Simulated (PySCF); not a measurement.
**Correlation energy of Au²⁺ (gold, charge +2)**

[Xe] 4f14 5d8 6s1, high-spin 4F determinant (an excited configuration). Calculation: PySCF 2.14, in x2c-TZVPPall with one added diffuse shell each of s, p, d, f type (12s8p8d4f1g, 113 functions); scalar relativity by spin-free X2C-1e. Frozen: [Xe] 4f14; 9 electrons correlated.

```tsv
level	correlation energy (mhartree)
CCSD	-220.83
(T)	-5.75
CCSD(T)	-226.58
```

Diagnostics: T1 = 0.0049, D1 = 0.0161, largest double amplitude 0.015.

Question: Is a single reference adequate?

Answer: Yes, within this model without spin-orbit coupling: T1 lies below 0.03 and no double amplitude reaches 0.07.
